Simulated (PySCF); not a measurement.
C₆H₆S₂.
Numbering: `[CH3:1][C:2](=[S:3])[c:4]1[cH:5][cH:6][cH:7][s:8]1` (hydrogens: H9, H10, H11 on C1; H12 on C5; H13 on C6; H14 on C7)

Computed with PySCF at PBE0/pcSseg-1 and wB97X-D/def2-SVPD, non-relativistic, on one gas-phase PBE0-D3(BJ)/def2-SVP geometry that isn't relaxed in the solvent. The solvent is an IEF-PCM continuum (cavity from Bondi-type radii × 1.2). The model holds no explicit solvent molecules, cavitation or dispersion.

Gas phase at PBE0/pcSseg-1: HOMO -6.36 eV, LUMO -2.64 eV, dipole 3.25 D.

Q: What does the continuum do to the energy, the frontier levels and the dipole at PBE0/pcSseg-1 in benzene and chloroform?

A: 
```csv
solvent,ε,E(solvent) − E(gas) (kJ/mol),polarisation term (kJ/mol),distortion of the solute (kJ/mol),HOMO (eV),LUMO (eV),dipole (D)
benzene,2.271,-9.32,-10.32,1.00,-6.44,-2.65,3.99
chloroform,4.711,-15.08,-17.84,2.76,-6.52,-2.67,4.48
```

Polarisation term: ½ Σ q·V over the induced surface charges. Distortion: the rise of the solute's own energy as its density leaves the gas-phase optimum. From benzene to chloroform the lowering changes by a factor 1.62, Onsager's factor (ε − 1)/(2ε + 1) by 1.55 and ε itself by 2.1.

Q: Which radius a makes the point-dipole formula ΔE = −[(ε − 1)/(2ε + 1)]·μ²/a³ give the value in chloroform, with the gas-phase dipole?

A: μ = 1.277 au and |ΔE| = 0.00574 Eh give a = 2.47 Å; the farthest nucleus lies 3.45 Å from the centroid of the nuclei, so such a sphere wouldn't even hold the nuclei. The formula assumes a rigid point dipole at the centre of a sphere.

Q: Which ESP-fitted charges (PBE0/pcSseg-1) respond most in benzene (means over atoms taken as equivalent)?

A: 
```tsv
atoms	environment	gas (e)	solvent (e)	change
S3	thiocarbonyl sulfur	-0.230	-0.275	-0.045
C4	substituted aromatic carbon	-0.026	-0.047	-0.021
C5	aromatic CH carbon	-0.027	-0.007	+0.020
C6	aromatic CH carbon	-0.252	-0.270	-0.018
C2	thiocarbonyl carbon	+0.117	+0.135	+0.018
H13	aromatic hydrogen	+0.195	+0.207	+0.012
H14	aromatic hydrogen	+0.215	+0.225	+0.010
C7	aromatic CH next to a ring sulfur	-0.193	-0.186	+0.007
H9/H10/H11	methyl hydrogen	+0.104	+0.110	+0.006
S8	thiophene-type sulfur	+0.030	+0.035	+0.005
C1	methyl carbon	-0.252	-0.256	-0.004
H12	aromatic hydrogen	+0.111	+0.109	-0.002
```

Q: How do the nuclear quadrupole coupling constants eQVzz/h respond in benzene?

A: 
| nucleus | Q (barn) | gas (MHz) | solvent (MHz) | η gas | η solvent |
| --- | --- | --- | --- | --- | --- |
| 33S at S3 | -0.06781 | 45.36 | 43.98 | 0.02 | 0.03 |
| 33S at S8 | -0.06781 | -28.29 | -28.29 | 0.50 | 0.49 |

Gas phase at wB97X-D/def2-SVPD: HOMO -8.24 eV, LUMO -1.06 eV, dipole 3.34 D.

Q: What does the continuum do to the energy, the frontier levels and the dipole at wB97X-D/def2-SVPD in benzene and chloroform?

A: 
| solvent | ε | E(solvent) − E(gas) (kJ/mol) | polarisation term (kJ/mol) | distortion of the solute (kJ/mol) | HOMO (eV) | LUMO (eV) | dipole (D) |
| --- | --- | --- | --- | --- | --- | --- | --- |
| benzene | 2.271 | -9.56 | -10.70 | 1.14 | -8.32 | -1.07 | 4.12 |
| chloroform | 4.711 | -15.51 | -18.57 | 3.06 | -8.40 | -1.10 | 4.64 |

Q: How does the static polarisability (wB97X-D/def2-SVPD, frozen core, with the continuum's full static response) change?

A: 
| medium | isotropic (au) | principal values (au) | ⟨r²⟩ of the electrons (bohr²) |
| --- | --- | --- | --- |
| gas | 115.9 | 68.1, 115.0, 164.6 | 1391.4 |
| benzene | 138.8 | 78.5, 136.8, 201.2 | 1391.6 |
| chloroform | 155.2 | 87.4, 152.2, 226.2 | 1391.6 |

The isotropic value in chloroform is 1.34 times the gas-phase one; no cavity-field correction is applied. ⟨r²⟩ is taken about the centre of nuclear charge.

Shape of the structure used: `[CH3:1][C:2](=[S:3])[c:4]1[cH:5][cH:6][cH:7][s:8]1`: C1–C2–C4–C5 180°.

wB97X-D is run here without its empirical dispersion term; that term would change no orbital, density or response property at a fixed geometry.
